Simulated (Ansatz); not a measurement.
**What each rung costs, and what it gives**

Saddle point of BH$_{3}$SF$_{2}$, singlet (BHF₂ ([F][BH][F]) + H₂S → BHSF₂ ([F][B]([F])[SH]) + H₂; bonds formed: B1–S6, H2–H5; bonds broken: B1–H2, H5–S6), PBE0-D4/def2-TZVP structure:

```json
{"atom": "B1", "x (Å)": "-0.2914", "y (Å)": "-0.5703", "z (Å)": "-0.0278"}
{"atom": "H2", "x (Å)": "1.0043", "y (Å)": "-0.8734", "z (Å)": "0.1439"}
{"atom": "F3", "x (Å)": "-0.5763", "y (Å)": "-0.6680", "z (Å)": "-1.3332"}
{"atom": "F4", "x (Å)": "-1.0038", "y (Å)": "-1.2574", "z (Å)": "0.8739"}
{"atom": "H5", "x (Å)": "0.8768", "y (Å)": "0.1464", "z (Å)": "0.4303"}
{"atom": "S6", "x (Å)": "-0.1788", "y (Å)": "1.3994", "z (Å)": "0.5698"}
{"atom": "H7", "x (Å)": "0.1693", "y (Å)": "1.8231", "z (Å)": "-0.6568"}
```

Barriers are electronic and count from the start structure reached by relaxing down the imaginary mode.

Ansatz 0.2.0; basis: as named in each row; cores frozen in the correlated methods. B3LYP uses VWN-RPA correlation. Extrapolation: Hartree–Fock as exp(−7.88 √X), correlation as X^−2.97.

Times are rough, for one single point on 2 threads of a shared host (AMD EPYC 7R43).

The estimate by CCSD(T) at an estimated basis limit (MP2 extrapolated from triple and quadruple zeta, plus CCSD(T) − MP2 in triple zeta) is 34.92 kcal/mol.

| method | basis | time (s) | barrier (kcal/mol) | method less estimate |
| --- | --- | --- | --- | --- |
| SPW92 | def2-TZVPP | 1 | 16.22 | -18.70 |
| PBE-D4 | def2-TZVPP | 2 | 24.04 | -10.88 |
| BLYP-D4 | def2-TZVPP | 2 | 31.19 | -3.73 |
| BHLYP-D4 | def2-TZVPP | 3 | 38.83 | 3.91 |
| PBE0-D4 | def2-TZVPP | 3 | 27.98 | -6.93 |
| B3LYP-D4 | def2-TZVPP | 3 | 33.68 | -1.24 |
| CAM-B3LYP-D4 | def2-TZVPP | 4 | 35.09 | 0.17 |
| r2SCAN-D4 | def2-TZVPP | 4 | 26.89 | -8.03 |
| RPA on PBE | def2-TZVPP | 4 | 36.12 | 1.21 |
| B2PLYP | def2-TZVPP | 5 | 35.05 | 0.13 |
| r2SCAN0-D4 | def2-TZVPP | 6 | 29.91 | -5.01 |
| PBE-QIDH | def2-TZVPP | 6 | 31.90 | -3.02 |
| wB97X-V | def2-TZVPP | 8 | 34.29 | -0.62 |
| B97M-V | def2-TZVPP | 8 | 29.82 | -5.09 |
| wB97M-V | def2-TZVPP | 8 | 33.91 | -1.01 |
| MP2 | def2-QZVPP | 16 | 33.57 | -1.34 |
| CCSD(T) | def2-TZVPP | 56 | 35.79 | 0.87 |

All methods are single points on the PBE0-D4 structures.

T1 diagnostic: at most 0.013.

Labels in which every atom is bracketed show which atoms are joined, not bond orders.
